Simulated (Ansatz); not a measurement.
Geometry optimisation, UKS LDA/def2-SVP (Ansatz 0.2.0).

input.yaml

```yaml
crystal:
  periodic: [false, false, false]
  atoms:
    - { symbol: Al, position_ang: [0.0, 0.0, 0.0] }
    - { symbol: Cl, position_ang: [0.0, 0.0, 2.48] }
    - { symbol: Cl, position_ang: [1.9312, 0.0, -1.115] }
    - { symbol: Cl, position_ang: [-1.9312, 0.0, -1.115] }
    - { symbol: H, position_ang: [0.0, 0.0, 4.15] }
magnetization:
  spin_polarized: true
  initial_magnetization: 1
basis:
  gaussian: { orbitals: def2-SVP }
hamiltonian:
  xc: lda
relax:
  f_tol: 0.15
  max_steps: 25
  restrain:
    - { distance: [1, 4], at: 1.37, k: 30.0 }
    - { distance: [0, 1], at: 3.43, k: 30.0 }
output:
  orbitals: {}
```

Command:

```bash
$ ansatz run input.yaml --threads 2 --pin off --max-ram 3072MiB --backend cpu --events-out ev --progress --plain --runs-dir out
```

Problem. Where does it end, and by what steps?

Solution. It converged. The restraints hold the end off the free minimum; the threshold counts their pulls, which the force column leaves out. Restrained pairs: Cl2–H5 (1.67 → 1.34 Å), Al1–Cl2 (2.48 → 3.43 Å). After 5 steps the energy has fallen by 0.432 eV (the restraints' own energy left out); Cl2 moved furthest, 0.62 Å.

| step | energy less start (eV) | largest force component (eV/Å) | accepted |
| --- | --- | --- | --- |
| 0 | 0.0000 | 1.516 | yes |
| 1 | -0.2987 | 1.864 | yes |
| 2 | -0.3296 | 1.037 | yes |
| 3 | -0.3742 | 0.840 | yes |
| 4 | -0.4203 | 0.890 | yes |
| 5 | -0.4323 | 0.891 | yes |

```xyz
5
Properties=species:S:1:pos:R:3
Al 0.000 0.000 -0.324
Cl 0.000 0.000 3.102
Cl 1.809 0.000 -1.410
Cl -1.809 0.000 -1.410
H 0.000 0.000 4.443
```

Run time: 6.5 s on 2 threads of Arm Neoverse V1, on a shared host, peak memory 0.14 GiB.
